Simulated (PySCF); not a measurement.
## Computed properties of SnCl₄, SMILES [Cl][Sn]([Cl])([Cl])[Cl]

SnCl4, SMILES [Cl][Sn]([Cl])([Cl])[Cl]. The structure is a stationary point at B3LYP-D3(BJ)/def2-SVP. The isomer is the one that the SMILES or the coordinates give; other isomers of the formula were not compared. The def2 effective core potentials stand for the cores of Sn; spin–orbit coupling is left out. Other conformers were not sampled. All values are computed for the isolated molecule unless a solvent is named; none is compared with measurement here.

**Structure.** The optimised structure has Td symmetry. All 9 harmonic modes at B3LYP-D3(BJ)/def2-SVP (PySCF) are real, so it is a minimum. With heavy atoms numbered as in [Cl:1][Sn:2]([Cl:3])([Cl:4])[Cl:5], the shortest bond between them is Cl1–Sn2 at 2.334 Å and the longest Sn2–Cl5 at 2.334 Å.

**Vibrations.** The strongest infrared lines (harmonic, unscaled, degenerate partners summed) lie at 396 cm⁻¹ (167 km/mol, Cl 71 %, Sn 29 %), 122 cm⁻¹ (32 km/mol, Cl 74 %, Sn 26 %). The softest mode is at 94 cm⁻¹ and the zero-point energy is 3.0 kcal/mol.

**Electronic structure.** r2SCAN/def2-TZVP (PySCF) places the frontier levels at -8.71 and -4.44 eV, a gap of 4.27 eV, and gives a dipole moment of 0.00 D and a mean polarisability of 87.2 bohr³.

**Excitations.** TDA-CAM-B3LYP/def2-SVPD (PySCF) has S1 at 4.90 eV (253 nm, f = 0.000, dark); the most intense of the 10 singlets computed lies at 7.38 eV (f = 0.28). Strengths of degenerate partners are summed. T1 (TDA) is at 4.49 eV, 0.41 eV under S1. No vertical singlet excitation falls in the visible range (under 3.1 eV).
